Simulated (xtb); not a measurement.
C₂H₉GaN, charge +1, singlet, geometry from GFN2-xTB (such geometries of metal compounds can be far from the true shape); GFN0-xTB with ALPB(dmf) in xtb.

xtb was given this input:
```
$ xtb mol.xyz --gfn 0 --chrg 1 --alpb dmf --json

# file mol.xyz
13

Ga     0.01230320     0.27085287     0.07317890
C      1.56217051     0.91239822    -1.08138031
H      2.48093940     0.40995923    -0.76770611
H      1.69143509     1.99225895    -0.97680614
H      1.35524775     0.67334755    -2.12801519
C     -1.51190352     0.36240503     1.42058717
H     -2.42862361    -0.00827270     0.95410195
H     -1.66612628     1.39262866     1.75006911
H     -1.26863868    -0.25754025     2.28741157
N     -0.07882585    -1.91227677    -0.51159490
H     -0.77979814    -2.08684462    -1.23480529
H     -0.32440056    -2.51666217     0.27535179
H      0.80874464    -2.25819564    -0.88222419
```

The log (banner, timings and long lists left out):

```
   ID    Z sym.   atoms
    1   31 Ga     1
    2    6 C      2, 6
    3    1 H      3-5, 7-9, 11-13
    4    7 N      10

           -------------------------------------------------
          |                Calculation Setup                |
           -------------------------------------------------

           -------------------------------------------------
          |                 G F N 0 - x T B                 |
           -------------------------------------------------

      * Solvation model:               ALPB
        Solvent                        dmf
        Parameter file                 internal GFN-FF/ALPB
        Dielectric constant                3.7000E+01
        Reference state                gsolv [1 M gas/solution]
        Free energy shift                  5.2364E-03 Eh       3.2859E+00 kcal/mol
        Temperature                        2.9815E+02 K
        Density                            9.5000E-01 kg/L
        Solvent mass                       7.3100E+01 g/mol
        Interaction kernel             P16
        Born radius scaling (c1)           2.0907E+00
        Born radii integrator          GBOBC
        Born offset                        0.0000E+00 a0       0.0000E+00 AA
        H-bond correction              true
        Ion screening                  false
        Surface tension                    1.0000E-05 Eh       1.5569E+01 dyn/cm
        Grid points                               230 per atom

          ...................................................
          :                      SETUP                      :
          :.................................................:
          :  # basis functions                  40          :
          :  # atomic orbitals                  39          :
          :  # shells                           27          :
          :  # electrons                        24          :
          :  electronic temp.          300.0000000     K    :
          :  accuracy                    1.0000000          :
          :  -> integral cutoff          0.2500000E+02      :
          :  -> integral neglect         0.1000000E-07      :
          ...................................................

         :::::::::::::::::::::::::::::::::::::::::::::::::::::
         ::                     SUMMARY                     ::
         :::::::::::::::::::::::::::::::::::::::::::::::::::::
         :: total energy             -11.740132032752 Eh    ::
         :: total w/o Gsasa/hb       -11.731728257562 Eh    ::
         :: gradient norm              0.014484455832 Eh/a0 ::
         :: HOMO-LUMO gap              3.458340597007 eV    ::
         ::.................................................::
         :: H0 energy                -13.034058147418 Eh    ::
         :: repulsion energy           0.173987243180 Eh    ::
         :: electrostat energy         1.122247672678 Eh    ::
         :: -> Gsolv                   0.000000000000 Eh    ::
         ::    -> Gsasa               -0.013640193531 Eh    ::
         ::    -> Gshift               0.005236418341 Eh    ::
         :: dispersion energy         -0.002308801193 Eh    ::
         :: short-range corr.         -0.000000000000 Eh    ::
         :: add. restraining           0.000000000000 Eh    ::
         :: total charge               1.000000000000 e     ::
         :::::::::::::::::::::::::::::::::::::::::::::::::::::

           -------------------------------------------------
          |                Property Printout                |
           -------------------------------------------------

    * Orbital Energies and Occupations

         #    Occupation            Energy/Eh            Energy/eV
      -------------------------------------------------------------
         1        2.0000           -0.6851747             -18.6446
         2        2.0000           -0.6204332             -16.8828
         3        2.0000           -0.6196714             -16.8621
         4        2.0000           -0.5625394             -15.3075
         5        2.0000           -0.5620242             -15.2935
         6        2.0000           -0.5292129             -14.4006
         7        2.0000           -0.5289470             -14.3934
         8        2.0000           -0.5286207             -14.3845
         9        2.0000           -0.5276489             -14.3581
        10        2.0000           -0.4903022             -13.3418
        11        2.0000           -0.4483191             -12.1994
        12        2.0000           -0.4141353             -11.2692 (HOMO)
        13                         -0.2870436              -7.8109 (LUMO)
        14                         -0.2085731              -5.6756
        15                         -0.1666499              -4.5348
        16                         -0.1532149              -4.1692
        17                         -0.1378973              -3.7524
        18                         -0.1331221              -3.6224
        19                         -0.1293565              -3.5200
        20                         -0.1213615              -3.3024
        21                         -0.1127599              -3.0684
        22                         -0.0902035              -2.4546
        23                         -0.0304084              -0.8275
       ...                                ...                  ...
        39                          1.6980893              46.2074
      -------------------------------------------------------------
                  HL-Gap            0.1270917 Eh            3.4583 eV
             Fermi-level            0.0000000 Eh            0.0000 eV

     #   Z          covCN         q      C6AA      α(0)
     1  31 Ga       2.340     0.718   234.604    33.542
     2   6 C        3.626    -0.630    41.121     9.336
     3   1 H        0.924     0.256     0.856     1.447
     4   1 H        0.924     0.248     0.884     1.470
     5   1 H        0.924     0.260     0.842     1.435
     6   6 C        3.626    -0.629    41.059     9.329
     7   1 H        0.924     0.259     0.842     1.435
     8   1 H        0.924     0.248     0.886     1.472
     9   1 H        0.924     0.255     0.859     1.449
    10   7 N        3.211    -1.530    88.155    14.059
    11   1 H        0.859     0.519     0.313     0.876
    12   1 H        0.859     0.514     0.318     0.884
    13   1 H        0.859     0.513     0.319     0.885

 Mol. C6AA /au·bohr⁶  :       1956.330240
 Mol. C8AA /au·bohr⁸  :      87943.085760
 Mol. α(0) /au        :         77.620203

Wiberg/Mayer (AO) data.
largest (>0.10) Wiberg bond orders for each atom

 ---------------------------------------------------------------------------
     #   Z sym  total        # sym  WBO       # sym  WBO       # sym  WBO
 ---------------------------------------------------------------------------
     1  31 Ga   2.105 --     2 C    0.799     6 C    0.798    10 N    0.332
     2   6 C    3.852 --     4 H    0.959     3 H    0.956     5 H    0.956
                             1 Ga   0.799     6 C    0.152
     3   1 H    0.985 --     2 C    0.956
     4   1 H    0.985 --     2 C    0.959
     5   1 H    0.985 --     2 C    0.956
     6   6 C    3.851 --     8 H    0.959     9 H    0.956     7 H    0.956
                             1 Ga   0.798     2 C    0.152
     7   1 H    0.985 --     6 C    0.956
     8   1 H    0.985 --     6 C    0.959
     9   1 H    0.985 --     6 C    0.956
    10   7 N    3.299 --    13 H    0.970    12 H    0.969    11 H    0.968
                             1 Ga   0.332
    11   1 H    0.978 --    10 N    0.968
    12   1 H    0.977 --    10 N    0.969
    13   1 H    0.977 --    10 N    0.970
 ---------------------------------------------------------------------------

Topologies differ in total number of bonds
Writing topology from bond orders to xtbtopo.mol

 dipole moment from electron density (au)
     X       Y       Z
  -0.0614  -1.4821  -0.3977  total (Debye):    3.904

           -------------------------------------------------
          | TOTAL ENERGY              -11.740132032752 Eh   |
          | GRADIENT NORM               0.014484455832 Eh/α |
          | HOMO-LUMO GAP               3.458340597007 eV   |
           -------------------------------------------------

normal termination of xtb
```
